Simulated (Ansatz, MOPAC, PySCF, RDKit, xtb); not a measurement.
Complex: H2S (SMILES S) (first 3 atoms) with CHN (SMILES C#N); geometry from B3LYP-D3(BJ)/def2-TZVP, rigid monomers moved along the line of their centres of mass till H2···N5 is 4.28 Å.
(charge 0, multiplicity 1):
| atom | x (Å) | y (Å) | z (Å) |
|---|---|---|---|
| S | 0.2190 | 0.0231 | -0.8022 |
| H | 0.3110 | -0.0499 | 0.5374 |
| H | -0.0105 | -1.2940 | -0.9229 |
| C | 0.7194 | -0.1636 | 5.9428 |
| N | 0.6182 | -0.2183 | 4.8033 |
| H | 0.8134 | -0.1130 | 7.0044 |

```tsv
level	interaction energy (kcal/mol)	minus CCSD(T)/CBS(aug-cc-pV(D+d)Z, aug-cc-pV(T+d)Z)	cost
MMFF94	-0.69	-0.12	-
UFF	-0.07	0.49	-
GFN-FF	-0.34	0.22	-
PM3	-0.54	0.03	-
PM6	-0.59	-0.02	-
PM7	-0.79	-0.22	-
GFN2-xTB	-0.70	-0.13	-
HF/STO-3G (no counterpoise)	-0.29	0.28	-
HF/3-21G (no counterpoise)	-0.66	-0.09	-
HF/6-31G*	-0.57	0.00	-
HF/6-31G* (no counterpoise)	-0.58	-0.02	-
HF/aug-cc-pV(D+d)Z	-0.54	0.02	-
HF/aug-cc-pV(T+d)Z	-0.53	0.04	-
PBE/def2-TZVPPD	-0.51	0.05	×1
PBE-D3(BJ)/def2-TZVPPD	-0.58	-0.01	×1
PBE-D4/def2-TZVPPD	-0.58	-0.02	×1
BP86/6-31G* (no counterpoise)	-0.52	0.04	-
r2SCAN/def2-TZVPPD	-0.51	0.06	×2
r2SCAN-D3(BJ)/def2-TZVPPD	-0.56	0.01	×2
r2SCAN-D4/def2-TZVPPD	-0.56	0.01	×2
B3LYP/3-21G (no counterpoise)	-0.59	-0.03	-
B3LYP/6-31G* (no counterpoise)	-0.54	0.03	-
B3LYP/6-311+G** (no counterpoise)	-0.57	-0.01	-
B3LYP/def2-TZVPPD	-0.45	0.12	×1
B3LYP-D3(BJ)/def2-TZVPPD	-0.53	0.04	×1
B3LYP-D4/def2-TZVPPD	-0.54	0.03	×1
PBE0/def2-TZVPPD	-0.52	0.05	×2
PBE0-D4/def2-TZVPPD	-0.59	-0.02	×2
wB97X-V/def2-TZVPPD	-0.57	0.00	×4
wB97M-V/def2-TZVPPD	-0.55	0.01	×4
MP2/6-31G*	-0.63	-0.06	-
MP2/6-31G* (no counterpoise)	-0.65	-0.08	-
MP2/aug-cc-pV(T+d)Z	-0.60	-0.03	-
MP2/CBS(aug-cc-pV(D+d)Z, aug-cc-pV(T+d)Z)	-0.60	-0.03	-
SCS-MP2/aug-cc-pV(D+d)Z	-0.58	-0.01	-
CCSD/aug-cc-pV(D+d)Z	-0.56	0.01	-
CCSD/aug-cc-pV(T+d)Z	-0.55	0.01	-
CCSD(T)/aug-cc-pV(D+d)Z	-0.57	0.00	×4
CCSD(T)/aug-cc-pV(T+d)Z	-0.56	0.00	×50*
CCSD(T)/CBS(aug-cc-pV(D+d)Z, aug-cc-pV(T+d)Z)	-0.57	0.00	×50*
```

 The comparison column counts from a level with limits of its own.

The rows run from -0.79 (PM7) to -0.07 kcal/mol (UFF). In aug-cc-pV(T+d)Z the value moves HF -0.53, MP2 -0.60, CCSD -0.55, CCSD(T) -0.56, a shift of -0.03 from HF to CCSD(T). From aug-cc-pV(D+d)Z to aug-cc-pV(T+d)Z CCSD(T) changes by 0.00. The dispersion term adds -0.07 in PBE-D3(BJ), -0.07 in PBE-D4, -0.06 in r2SCAN-D3(BJ). The 6 functionals in def2-TZVPPD without D3 or D4 span 0.12, from wB97X-V to B3LYP.

Counterpoise-corrected where a basis set is named; no monomer relaxation. Rows marked so take none. RDKit's UFF carries no charges.

Correlated levels freeze the cores. CBS: X⁻³ extrapolation of the correlation energy, Hartree–Fock from the larger set. Rows in 3-21G, 6-311+G**, 6-31G*, STO-3G carry no dispersion term and start afresh at each structure (6-31G* with six Cartesian d functions). MP2/6-31G* freezes PySCF's default core. The state that PM3, PM6, PM7 reach isn't checked; PM7 holds dispersion and hydrogen-bond terms.

Codes used: Ansatz (Gaussian basis) for Hartree–Fock, density functionals and correlated methods; MOPAC for PM3, PM6, PM7 (differences of heats of formation); PySCF for 3-21G rows, 6-311+G** rows, 6-31G* rows, STO-3G rows, the dispersion terms; RDKit for the force fields; xtb for the GFN methods. 

Costs are rough ratios of core time to PBE/def2-TZVPPD (about 3 s over the structures, on one shared machine); a dash marks a level with no comparable run of its own. A star marks coupled-cluster runs past 200 virtual orbitals, where the program's memory plan changes under this machine's limit, so their costs aren't comparable with smaller runs.

Ansatz is a quantum-chemistry and plane-wave program.
